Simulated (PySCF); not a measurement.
Molecule: SMILES CCP(=S)(CC)CC, C6H15PS.

Cartesian coordinates in Å; atom numbers follow the order of the lines, from 1:
```xyz
23

C     2.874    0.362    0.682
C     1.964   -0.434   -0.239
P     0.421   -0.988    0.583
S     0.720   -2.061    2.190
C    -0.485   -1.869   -0.746
C    -1.841   -2.386   -0.295
C    -0.544    0.533    0.933
C    -0.858    1.439   -0.245
H     3.045   -0.193    1.616
H     2.437    1.338    0.943
H     3.848    0.551    0.205
H     1.697    0.129   -1.149
H     2.457   -1.365   -0.565
H    -0.564   -1.201   -1.621
H     0.177   -2.703   -1.031
H    -2.542   -1.564   -0.084
H    -2.297   -3.020   -1.070
H    -1.732   -2.981    0.624
H     0.030    1.056    1.715
H    -1.459    0.175    1.433
H    -1.419    2.326    0.088
H     0.056    1.801   -0.742
H    -1.474    0.931   -1.003
```

Geometry PBE0-D3(BJ)/def2-SVP throughout; GIAO in PySCF, gas phase, one conformer, non-relativistic; equivalent atoms averaged; functional PBE0.

A run gave: C2/C5/C7 215.1, C1/C6/C8 217.5, P3 612.3, S4 771.3, H9/H10/H11/H16/H17/H18/H21/H22/H23 31.80, H12/H13/H14/H15/H19/H20 31.81 ppm (absolute shieldings σ).

Question: Which basis set was used in that run?
A. 6-31G
B. 6-31G*
C. STO-3G
D. 6-311+G(2d,p)

Answer: C. P3 tells them apart best: STO-3G gives 612.3, 6-31G* gives 335.4, 6-31G gives 386.5, 6-311+G(2d,p) gives 263.6 ppm.
